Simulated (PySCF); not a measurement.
ISn, charge +1, singlet, geometry from GFN2-xTB (such geometries of metal compounds can be far from the true shape) (core potentials on I, Sn). Base run: DF-HF/def2-TZVP (PySCF).

PySCF was given this input:
```python
from pyscf import gto, scf

mol = gto.Mole()
mol.atom = '''
    Sn   -0.000000   -0.000000   -1.376749
    I     0.000000    0.000000    1.298820
'''
mol.basis = 'def2-tzvp'
mol.ecp = {'I': 'def2-tzvp', 'Sn': 'def2-tzvp'}
mol.charge = 1
mol.spin = 0
mol.verbose = 4
mol.build()

mf = scf.RHF(mol)
mf = mf.density_fit(auxbasis='def2-universal-jkfit')
mf.kernel()
```

Variants of this job, named by their change:

```csv
change,ΔE vs base (mEh),SCF cycles,outcome
base,0.000,12,converged
level_shift = 0.1 (with mf.max_cycle = 100),0.000,13,converged
init_guess = atom,0.000,10,converged
init_guess = mod_huckel,0.000,10,converged
init_guess = sap,-,50,not converged
diis = off (with mf.max_cycle = 100),-,100,not converged
diis = off; damp = 0.3 (with mf.diis_start_cycle = 200; with mf.max_cycle = 150),0.000,23,converged
diis = off; damp = 0.6 (with mf.diis_start_cycle = 200; with mf.max_cycle = 150),0.000,38,converged
diis_space = 12,0.000,12,converged
DIIS = ADIIS,0.000,22,converged
conv_tol_grad = 1e-3,0.000,12,converged
conv_tol = 1e-12,0.000,15,converged
conv_tol = 1e-4,0.006,8,converged
```
